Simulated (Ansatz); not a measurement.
A geometry relaxed with B3LYP-D3(BJ)/def2-SVP run with Ansatz (a quantum-chemistry and plane-wave program), charge 0, multiplicity 1:

```xyz
22

H      1.3146     2.1976     0.3478
H      0.2609     1.5223     1.6041
C      0.5901    -1.1651     0.9413
C     -1.3937     0.0249    -0.1417
H      2.9287     0.7919    -1.1853
H     -1.8652     0.1805     0.8694
H     -3.2598     0.9699    -1.3319
H     -1.2319    -2.1191     0.2158
H      2.2879     0.1173     1.3706
H      0.1789    -1.0410     1.9603
C      0.6702     1.3381     0.5934
H     -1.0946     2.1706    -0.3805
B     -2.7369    -0.0404    -0.9207
H     -0.0795     1.1722    -1.4244
C     -0.5742    -1.2759    -0.0501
C      1.4855     0.0344     0.5894
H     -3.3263    -1.0894    -1.0443
H      2.8620    -1.2669    -0.9002
B      2.4651    -0.1629    -0.6051
H      1.1772    -2.0977     0.9447
C     -0.4934     1.2474    -0.4008
H     -0.1653    -1.5085    -1.0518
```

Task: Write the SMILES of this molecule.

Result: `B[C@H]1CC[C@@H](B)CC1`
